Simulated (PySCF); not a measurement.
Vertical excitations of a molecule C4H5FO from TDDFT-PBE/def2-SVPD (PySCF 2.14.0), as energy in eV (oscillator strength): 4.87 (0.001), 5.38 (0.001), 5.44 (0.090), 5.90 (0.001), 6.01 (0.006), 6.35 (0.011), 6.57 (0.039), 7.19 (0.008), 7.72 (0.016), 7.87 (0.001). Lowest triplet (TDA): 3.81 eV. Coordinates come from a r2SCAN-D4/def2-SVP optimisation. A frequency run showed that this geometry is not a minimum. Other conformers were not sampled.

Task: Identify the compound among the candidates.
(A) COC=C=CF
(B) O=CC1(F)CC1
(C) FC1=COCC1
(D) C=C[C@H](F)C=O

Result: C, FC1=COCC1
